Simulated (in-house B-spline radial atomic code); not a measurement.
A fraction x of an electron is added to 4p in neutral gallium, starting from [Ar] 3d10 4s2 4p1 and keeping the highest spin. Method: scalar-relativistic (X2C) BP86, spin-polarised, spherical fractional occupations, Fermi nucleus of rms radius 3.9973 fm. Calculated with an all-electron radial atomic-structure program (B-spline basis).

| x | E(x) - E(0) (eV) | 4p up level (eV) |
| --- | --- | --- |
| 0 | 0.0000 | -2.982 |
| 0.1 | -0.2706 | -2.433 |
| 0.2 | ? | ? |
| 0.3 | -0.6523 | -1.399 |
| 0.4 | ? | ? |
| 0.5 | -0.8373 | -0.471 |
| 0.6 | -0.8633 | -0.057 |

Q: What belongs in the row x = 0.2?

A: An energy change of -0.4873 eV; 4p up at -1.905 eV.

Q: What belongs in the row x = 0.4?

A: An energy change of -0.7680 eV; 4p up at -0.920 eV.

Q: Up to what added charge does this functional bind the extra electron?

A: The highest level rises by about 4.1 eV per electron near x = 0.6 and would reach zero near x = 0.61, so a whole extra electron isn't bound at the basis-set limit.
